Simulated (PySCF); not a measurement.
Cartesian coordinates in Å; atom numbers follow the order of the lines, from 1:
```xyz
19

N    -2.8224   -0.3608   -2.2481
C    -1.9453   -0.1805   -1.5381
C    -0.8248    0.0595   -0.6496
C     0.2998    0.6838   -1.4381
C     1.5753    0.7014   -1.0781
Si    2.3680    0.0084    0.4857
C    -1.3439    0.9245    0.4771
C    -1.4080    0.1953    1.5969
C    -0.9295   -1.1462    1.3333
C    -0.5521   -1.2449    0.0523
H    -0.0234    1.1632   -2.3568
H     2.2491    1.2068   -1.7603
H     1.6438    0.4593    1.6742
H     2.4212   -1.4534    0.4324
H     3.7323    0.5433    0.5203
H    -1.6275    1.9490    0.3267
H    -1.7539    0.5303    2.5584
H    -0.8894   -1.9241    2.0742
H    -0.1791   -2.1054   -0.4698
```

[PySCF 2.14: GFN2-xTB structure; GIAO PBE0/pcSseg-1 shieldings; gas phase; relativity neglected; one conformer; rapidly exchanging positions averaged]

References, each an isolated molecule treated in the same way: 13C and 1H and 29Si vs TMS; 15N against NH3.

```csv
atoms,nucleus,count,δ (ppm)
C3,13C,1,56.4
Si6,29Si,1,-90.2
N1,15N,1,289.1
C4,13C,1,151.6
C5,13C,1,132.0
H17/H18,1H,2,?
C2,13C,1,?
C7/C10,13C,2,?
H12,1H,1,?
C8/C9,13C,2,145.0
H16/H19,1H,2,6.68
H11,1H,1,7.05
H13/H14/H15,1H,3,3.82
```

Question: Complete the table.

Answer: 
- C7/C10: 148.4 ppm, alkene CH; an sp2 carbon of a C=C bond
- C2: 121.9 ppm, nitrile carbon; this is the usual window of a C≡N carbon, which has no attached hydrogen
- H17/H18: 6.93 ppm, hydrogen on an alkene CH; a vinylic proton, deshielded by the sp2 carbon and the C=C anisotropy
- H12: 6.13 ppm, hydrogen on an alkene CH; attached to an sp2 carbon and in the plane of the double bond

Shifts are as computed. Against solution values, carbons near 30 ppm lie about +3 ppm off and those near 130 ppm about +5 ppm. Of 1309 compounds with measured shifts, 239 miss one by over three times the rms of a fit or turn the order of signals round; such compounds aren't used in these exercises. Experimental scales use liquid or dissolved standards, which lie at an offset from isolated NH3 (liquid NH3: subtract about 20 ppm). Unscaled 15N shifts of sp2 nitrogen come out 20 to 40 ppm too high even then.
